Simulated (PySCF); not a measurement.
Computed shifts of a molecule C₅H₇F, PBE/pcSseg-1 (PySCF), GIAO, gas phase, atoms alike by connectivity averaged where their shifts nearly agree, in ppm (number of nuclei): ¹³C: 167.1 (1), 107.6 (1), 49.4 (1), 33.3 (1), 21.0 (1). ¹⁹F: -100.2 (1). ¹H: 5.05 (1), 3.36 (1), 2.58 (1), 1.87 (1), 1.51 (3). References: ¹³C against TMS (σ = 182.0 ppm); ¹⁹F against CFCl3 (σ = 133.6 ppm); ¹H against TMS (σ = 31.49 ppm), references at their B3LYP-D3(BJ)/def2-TZVP geometries, non-relativistic. The structure is a stationary point at B3LYP-D3(BJ)/def2-SVP. Other conformers were not sampled.

### Question
Which molecule gave these data?
(A) C[C@@]1(F)C=CC1
(B) C[C@H]1CC=C1F
(C) C=C=C[C@@H](C)F
(D) C/C=C/C=C\F

### Answer
B, C[C@H]1CC=C1F
